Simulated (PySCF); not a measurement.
The calculation used core-valence-separated Tamm–Dancoff BHandHLYP/aug-pcX-1 (pcseg-1 on H, def2-SVPD on S) in PySCF, non-relativistic, gas phase, PBE0-D3(BJ)/def2-SVP geometry. No empirical shift is added; at this level the pattern usually sits a few eV under experiment.

Main lines of an unknown, eV (oscillator strength): C K: 282.7 (0.054), 283.2 (0.059), 283.4 (0.039), 283.5 (0.054), 285.0 (0.015); O K: 529.2 (0.039), 532.7 (0.014), 533.4 (0.024), 534.1 (0.005). Listed: the first five lines at most of each edge with a tenth or more of its strongest line's intensity; roots within 0.03 eV on the same or equivalent atoms are summed. Only the lowest roots were sought, and the top ones are left out.

Question: Which candidate gives them?
A. `O=COc1cccs1`
B. `c1(cc(=O)ccs1)O`
C. `O=COC1=CSC=C1`
D. `O=C(O)c1cccs1`

Answer: D. 

- `O=C(O)c1cccs1`: C K: 282.7 (0.054), 283.2 (0.059), 283.4 (0.039), 283.5 (0.054), 285.0 (0.015); O K: 529.2 (0.039), 532.7 (0.014), 533.4 (0.024), 534.1 (0.005). First C line listed at 282.7 eV, hole on the aromatic CH carbon (1s→π*); first O line listed at 529.2 eV, hole on the acid carbonyl oxygen (1s→π*).
- `O=c1ccsc(O)c1`: C K: 282.6 (0.049), 283.2 (0.029), 283.2 (0.075), 283.9 (0.072), 284.9 (0.079); O K: 528.3 (0.043), 533.3 (0.023), 533.5 (0.014). First C line listed at 282.6 eV, hole on the unsaturated ring CH carbon (1s→π*); first O line listed at 528.3 eV, hole on the carbonyl oxygen (1s→π*).
- `O=COc1cccs1`: C K: 283.4 (0.035), 283.4 (0.068), 283.5 (0.063), 285.0 (0.082), 285.2 (0.066); O K: 529.3 (0.047), 533.4 (0.021), 535.0 (0.007), 535.1 (0.006), 535.6 (0.008). First C line listed at 283.4 eV, hole on the aromatic CH carbon (1s→π*); first O line listed at 529.3 eV, hole on the ester carbonyl oxygen (1s→π*).
- `O=COc1ccsc1`: C K: 283.4 (0.045), 283.4 (0.065), 283.6 (0.058), 285.0 (0.081), 285.1 (0.067); O K: 529.3 (0.047), 533.3 (0.021), 534.9 (0.005), 535.1 (0.005), 535.5 (0.011). First C line listed at 283.4 eV, hole on the aromatic CH carbon (1s→π*); first O line listed at 529.3 eV, hole on the ester carbonyl oxygen (1s→π*).

One conformer each; other structures than these candidates weren't tested.

The values belong to the conformer `[O:1]=[C:2]([OH:3])[c:4]1[cH:5][cH:6][cH:7][s:8]1`: O1–C2–C4–C5 0°, H–O3–C2–O1 0°.
